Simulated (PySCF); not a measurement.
Molecule: SMILES Cc1pcpc(Cl)p1, C4H4ClP3.

Bonds (- single, = double, # triple, : aromatic): C1-C2, C2:P3, P3:C4, C4:P5, P5:C6, C6-Cl7, C6:P8, P8:C2. C1 carries H9, H10, H11; C4 carries H12.

Frames of a GFN2-xTB Langevin trajectory at 300 K; GIAO PBE0/pcSseg-1 shieldings in PySCF 2.14, gas phase, non-relativistic; equivalent atoms averaged within each frame.

Shifts are taken against calculated references (same method and geometry level): 13C (σ = 186.93 ppm) and 1H (σ = 31.72 ppm) against TMS; 31P (σ = 318.38 ppm) against H3PO4; 35Cl (σ = 949.78 ppm) vs HCl. The references are static minima.

Q: How do the shifts (ppm) fluctuate along the trajectory?

A: 
| time (fs) | C6 | C2 | C4 | C1 | P8 | P5 | P3 | Cl7 | H12 | H9/H10/H11 |
| --- | --- | --- | --- | --- | --- | --- | --- | --- | --- | --- |
| optimised geometry | 107.6 | 232.6 | 76.8 | 24.7 | -2.3 | -0.3 | 343.2 | 170 | 2.90 | 2.77 |
| 250 | 215.9 | 215.7 | 187.3 | 32.3 | 277.0 | 244.7 | 228.8 | 340 | 10.61 | 3.51 |
| 425 | 250.0 | 226.4 | 186.9 | 34.1 | 301.2 | 279.1 | 240.2 | 402 | 10.58 | 3.45 |
| 625 | 201.9 | 210.3 | 201.8 | 32.3 | 272.1 | 226.3 | 287.8 | 361 | 11.43 | 3.69 |
| 800 | 225.0 | 224.1 | 191.8 | 29.7 | 265.9 | 306.5 | 296.8 | 375 | 11.62 | 3.35 |
| 1000 | 233.9 | 217.0 | 189.4 | 32.8 | 271.7 | 260.3 | 260.1 | 370 | 10.85 | 3.74 |
| mean of frames | 225.3 | 218.7 | 191.4 | 32.2 | 277.6 | 263.4 | 262.8 | 370 | 11.02 | 3.55 |
| standard deviation | 18.2 | 6.5 | 6.1 | 1.6 | 13.8 | 31.0 | 29.4 | 22 | 0.48 | 0.16 |

5 frames give an uncertainty of the mean of about the standard deviation over 2.2 at best, since frames this close in time may not be independent; classical motion lacks zero-point vibration, and the reference would need the same averaging.
